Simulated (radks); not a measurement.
These are the eigenvalues of the occupied orbitals of an atom or ion with whole-number occupations (eV). All-electron calculation, Dirac Kohn-Sham, BLYP, spin-unpolarised, spherical densities, finite nucleus; Fermi nuclear charge, rms radius of each element as measured or else 0.836 A^(1/3) + 0.57 fm. Program: a radial shooting solver on a logarithmic mesh with Libxc functionals.

1s1/2: -23089.83
2s1/2: -3399.179
2p1/2: -3152.097
2p3/2: -3007.416
3s1/2: -656.6636
3p1/2: -559.9966
3p3/2: -535.0790
3d3/2: -363.9113
3d5/2: -358.9913
4s1/2: -140.0027
4p1/2: -109.8586
4p3/2: -105.6346
4d3/2: -58.9553
5s1/2: -42.8365

Which element is it, and in what charge state? The configuration may be excited. Open shells, if any, fill j = l - 1/2 first.

Answer. Z = 45, rhodium, charge +4: Rh4+ in [Kr] 4d4 5s1. The list shows which subshells hold electrons but not how many an open one holds; the 1s level, -848.54 hartree, gives Z - s = 41.2 by -(Z - s)^2/2, which with screening and relativity narrows Z to a few neighbours, and the depths of the outer levels then fix element, charge and occupations together.
